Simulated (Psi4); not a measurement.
The Psi4 input:
```
memory 2 GB

molecule mol {
0 2
C     1.513802    0.818092    0.505398
Si    1.637543   -0.926619   -0.130141
C    -0.041289   -1.750018    0.213746
Si   -1.560546   -0.844471   -0.488723
C    -1.261094    1.026719   -0.654965
Si   -0.074024    1.782017    0.622713
H     2.423279    1.303585    0.829845
H     2.728814   -1.651153    0.543360
H     1.906347   -0.942578   -1.579820
H    -0.029209   -2.770137   -0.166920
H    -0.160416   -1.836410    1.293727
H    -1.890535   -1.396516   -1.813823
H    -2.711497   -1.078561    0.399958
H    -2.218685    1.543355   -0.612399
H    -0.859049    1.224678   -1.648597
H     0.161526    3.209484    0.344748
H    -0.660722    1.672524    1.970968
}

set {
  basis sto-3g
  reference uhf
}

energy('omp2')
print_variables()
```

Question: What is the computed total energy (OMP2/STO-3G in Psi4)?

Answer: -975.7535 Eh

Question: What is the computed SCF-reference <S^2> (OMP2/STO-3G)?

Answer: 0.769

Question: What is the computed MP2 correlation energy (OMP2/STO-3G)?

Answer: -0.2692 Eh

Question: Estimate the number of basis functions that OMP2/STO-3G returns for this input.

Answer: 53

Question: Predict the nuclear repulsion energy from OMP2/STO-3G.

Answer: 432.6638 Eh

These values belong to the state on which the SCF converged, which isn't shown to be the lowest.
